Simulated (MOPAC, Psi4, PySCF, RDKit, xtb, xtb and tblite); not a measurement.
Two geometries of SMILES C=C[SiH2][SiH2]Cl (C2H7ClSi2), relaxed at GFN2-xTB with one dihedral held; other torsions can differ between them too.

Structure A

```
12

C     -1.3357     0.2787    -1.5056
C     -1.5905     0.0999    -0.2192
Si    -0.2942    -0.1685     1.1226
Si     1.8334    -0.1138     0.2119
Cl     3.2049    -0.4056     1.6815
H     -2.1140     0.4287    -2.2391
H     -0.3266     0.2838    -1.8886
H     -2.6258     0.1058     0.1003
H     -0.6127    -1.4488     1.7774
H     -0.5149     0.8671     2.1464
H      2.2072     1.1579    -0.4144
H      2.1108    -1.1537    -0.7834
```

Structure B

```
12

C      1.4222     0.1298    -1.5330
C      1.5900     0.2482    -0.2253
Si     0.2877    -0.1283     1.0869
Si    -1.8685    -0.0962     0.2416
Cl    -2.7594    -1.9036     0.4951
H      2.2076     0.3426    -2.2431
H      0.4842    -0.1883    -1.9608
H      2.5597     0.5709     0.1357
H      0.6593    -1.4108     1.7061
H      0.4480     0.8942     2.1346
H     -2.7428     0.8610     0.9245
H     -2.0006     0.1987    -1.1877
```

Which is lower in energy at the level DF-MP2 (frozen core)/cc-pVTZ // GFN2-xTB (Psi4), and by how much?

A is lower, by 4.66 kJ/mol (dihedral C2–Si3–Si4–Cl5: 180° in A, 120° in B).

E(B) − E(A) in kJ/mol at the other levels, on the same two geometries: GFN2-xTB (xtb and tblite) 2.57; MMFF94 // GFN2-xTB (RDKit) 0.90; PBE0/def2-TZVP // GFN2-xTB (Psi4) 3.76; PBE0-D3(BJ)/def2-TZVP // GFN2-xTB (Psi4) 3.84; PBE/def2-TZVP // GFN2-xTB (Psi4) 3.51; PBE-D3(BJ)/def2-TZVP // GFN2-xTB (Psi4) 3.62; wB97X-D/def2-TZVP // GFN2-xTB (Psi4) 3.60; HF/cc-pVTZ // GFN2-xTB (Psi4) 4.28; UFF // GFN2-xTB (RDKit) 5.40; AM1, restricted, heats of formation // GFN2-xTB (MOPAC) -2.15; PM3, restricted, heats of formation // GFN2-xTB (MOPAC) -0.41; GFN1-xTB // GFN2-xTB (xtb) 3.99; restricted B3LYP/6-31G*, spherical d, density fitting // GFN2-xTB (PySCF) 3.06; restricted MP2 (frozen core)/6-31G*, spherical d // GFN2-xTB (PySCF) 3.84; restricted Hartree-Fock/LANL2DZ, with its core potentials past Ne // GFN2-xTB (PySCF) 3.14; restricted B3LYP/6-311+G**, spherical d, density fitting // GFN2-xTB (PySCF) 3.23.
